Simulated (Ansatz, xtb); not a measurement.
Two conformers of BH6SbSi2

Structure I: `B1[SiH2][SbH][SiH2]1`, a singlet. Structure II: `B1[SiH2][SbH][SiH2]1`, a singlet. Both are isolated molecules in the gas phase, relaxed with B3LYP-D3(BJ)/def2-SVP.

I (Å):

```xyz
10

B     1.0683    0.9180   -0.2332
Sb   -0.5551    1.8963    1.6839
Si    1.9370    0.8222    1.4900
Si   -0.7291    0.2524   -0.4769
H     1.9429   -0.3734    2.3738
H     3.0413    1.7535    1.8464
H     1.2977    1.9398   -0.8402
H    -1.2295   -1.0514    0.0335
H    -1.5951    0.7626   -1.5740
H    -0.8646    0.4224    2.5304
```

II (Å):

| atom | x (Å) | y (Å) | z (Å) |
| --- | --- | --- | --- |
| B | 1.0263 | 0.6981 | 1.0749 |
| Sb | -0.2156 | -1.4359 | -0.2445 |
| Si | -0.7871 | 1.0779 | 0.4757 |
| Si | 2.1183 | -0.1269 | -0.3102 |
| H | -1.9384 | 1.2627 | 1.4002 |
| H | 3.3411 | -0.9267 | -0.0278 |
| H | -1.0490 | 1.7324 | -0.8367 |
| H | -0.0300 | -2.0333 | 1.3576 |
| H | 2.1429 | 0.4087 | -1.7001 |
| H | 1.2010 | 0.3714 | 2.2219 |

Task: Estimate which is lower in electronic energy at CCSD(T)/def2-SVP + ΔMP2/def2-TZVPP, and by roughly how much.

Result: The CCSD(T)/def2-SVP + ΔMP2/def2-TZVPP calculation puts structure II lower, by 0.074 eV.

How the difference moves with the method:

```json
{"level": "B3LYP-D3(BJ)/def2-SVP", "geometry": "B3LYP-D3(BJ)/def2-SVP", "E(II) − E(I) (eV)": "−0.084", "departure from the last row (eV)": "−0.010", "job, with rough time for the two": "optimisation, 38 s"}
{"level": "HF/def2-SVP", "geometry": "B3LYP-D3(BJ)/def2-SVP", "E(II) − E(I) (eV)": "−0.144", "departure from the last row (eV)": "−0.070", "job, with rough time for the two": "part of the CCSD(T) run"}
{"level": "MP2/def2-SVP", "geometry": "B3LYP-D3(BJ)/def2-SVP", "E(II) − E(I) (eV)": "−0.082", "departure from the last row (eV)": "−0.008", "job, with rough time for the two": "part of the CCSD(T) run"}
{"level": "CCSD(T)/def2-SVP", "geometry": "B3LYP-D3(BJ)/def2-SVP", "E(II) − E(I) (eV)": "−0.099", "departure from the last row (eV)": "−0.025", "job, with rough time for the two": "single point"}
{"level": "CCSD(T)/def2-SVP + ΔMP2/def2-TZVPP", "geometry": "B3LYP-D3(BJ)/def2-SVP", "E(II) − E(I) (eV)": "−0.074", "departure from the last row (eV)": "", "job, with rough time for the two": "single point, 28 s"}
```

The levels shown agree on the order. The largest departure from CCSD(T)/def2-SVP + ΔMP2/def2-TZVPP is that of HF/def2-SVP, 0.070 eV. Levels run at GFN2-xTB geometries aren't shown. The last row adds to CCSD(T) the change of the MP2 difference between the two basis sets, here +0.025 eV.

With harmonic frequencies from B3LYP-D3(BJ)/def2-SVP (ideal gas, rigid rotor, one conformer each, 298.15 K, 1 atm): on the last row, ΔE + ΔZPE = −0.077, ΔH = −0.076, ΔG = −0.075 eV.

The correlated steps freeze 15 core orbitals; the filled d shell of Sb is correlated, in a basis made for valence electrons. Atoms past krypton carry core potentials in the def2 sets and no spin–orbit term is included. Codes used: Ansatz 0.2.0; the last row on 2 threads of Intel(R) Xeon(R) 6975P-C (Granite Rapids) on a shared host.
